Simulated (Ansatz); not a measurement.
Ansatz results at the PBE0-D4/def2-TZVP geometry: HOMO energy (B3LYP/def2-TZVPP) -6.38 eV; size of the dipole moment (ωB97M-V/def2-TZVPP) 3.36 D; LUMO energy (PBE0/def2-TZVPP) -1.31 eV.

Each molecule was computed in one conformer, which needn't be the lowest.

Which molecule gave them?
A. `N/C(Cl)=[CH]/[GeH3]`
B. `N/C(Cl)=[CH]/[AlH2]`
C. `F[SiH]1CO1`
D. `[SiH3][AlH][SnH3]`

B. The others give `[SiH3][AlH][SnH3]`: -6.98, 0.82, -2.50; `N/C(Cl)=[CH]/[GeH3]`: -6.29, 2.67, 0.04; `F[SiH]1CO1`: -7.78, 1.88, 0.03.

B3LYP here is the variant with VWN-RPA as its local correlation; programs differ in this.
